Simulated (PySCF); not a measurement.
## How methods differ on the ionisation energy of Ta⁶⁴⁺

Ta⁶⁴⁺ [He] 2s2 2p5 (2P) → Ta⁶⁵⁺ [He] 2s2 2p4 (3P), as a difference of total energies. All numbers are calculated (PySCF 2.14, no relativity, point nucleus, in an uncontracted even-tempered set (15 s from 42 bohr⁻², ratio 2.5; 9 p from 54 bohr⁻², ratio 2.5; 5 d from 210 bohr⁻², ratio 2.7; 4 f from 320 bohr⁻², ratio 2.7)). Correlated levels: nothing frozen; virtual orbitals above 40 to 60 times the deepest correlated orbital energy dropped. The calculations carry no spin-orbit coupling.

| method | ionisation energy (eV) |
| --- | --- |
| UHF | 15296.2 |
| MP2 (all electrons) | 15297.7 |
| SCS-MP2 (all electrons) | 15297.6 |
| CCSD (all electrons) | 15297.7 |
| CCSD(T) (all electrons) | 15297.7 |

Spin-orbit coupling is strong in these open shells (close to jj coupling). The scalar numbers leave it out and a first-order estimate fails, so it can dominate the gap to the real levels.

The gap to the reference is mostly relativistic.

For comparison: 15461 ± 24 eV (theoretical estimate listed by NIST; NIST Atomic Spectra Database, ionization energies).
